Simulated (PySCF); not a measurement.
Structure with atom numbers: `[CH2:1]=[CH:2][Si@@H:3]([OH:4])[O:5][CH3:6]`. Hydrogens are named by the atom that carries them. Ha(C1) is cis to Si3; Hb(C1) is trans to Si3.

No solvent model, one averaged value for each set of equivalent atoms, a single conformation, non-relativistic. PBE0/pcSseg-1 with gauge-including orbitals; GFN2-xTB structure; PySCF 2.14.0 with density-fitted response routines.

δ = σ(ref) − σ, references computed at the same level: TMS for 13C (σref 186.93), 1H (σref 31.72), 29Si (σref 349.16); H2O for 17O (σref 336.08).

```csv
atoms,nucleus,count,Hirshfeld charge,δ (ppm)
H(Si3),1H,1,-0.10,5.16
C2,13C,1,-0.14,149.3
Si3,29Si,1,0.45,?
H(O4),1H,1,0.18,1.50
O5,17O,1,-0.23,25.2
C6,13C,1,-0.03,52.2
H(C6),1H,3,0.04,3.98
H(C2),1H,1,0.05,?
Hb(C1),1H,1,0.05,?
O4,17O,1,-0.31,48.2
C1,13C,1,-0.09,140.9
Ha(C1),1H,1,0.04,?
```

Problem. Estimate the values marked ?.

Solution. 
- H(C2): 6.60 ppm, hydrogen on an alkene CH; a vinylic proton, deshielded by the sp2 carbon and the C=C anisotropy
- Hb(C1): 6.37 ppm, hydrogen on a terminal =CH2 carbon; a vinylic proton, deshielded by the sp2 carbon and the C=C anisotropy
- Ha(C1): 5.82 ppm, hydrogen on a terminal =CH2 carbon; a vinylic proton, deshielded by the sp2 carbon and the C=C anisotropy
- Si3: -35.9 ppm, silicon bonded to C, 2 O, H

The OH or NH signal is concentration- and solvent-dependent in practice; the value given is the gas-phase one. Shifts are as computed. Against solution values, carbons near 30 ppm lie about +3 ppm off and those near 130 ppm about +5 ppm. Of 1313 compounds with measured shifts, 239 miss one by over three times the rms of a fit or turn the order of signals round; such compounds aren't used in these exercises. Experimental scales use liquid or dissolved standards, which lie at an offset from isolated H2O (liquid H2O: subtract about 36 ppm).
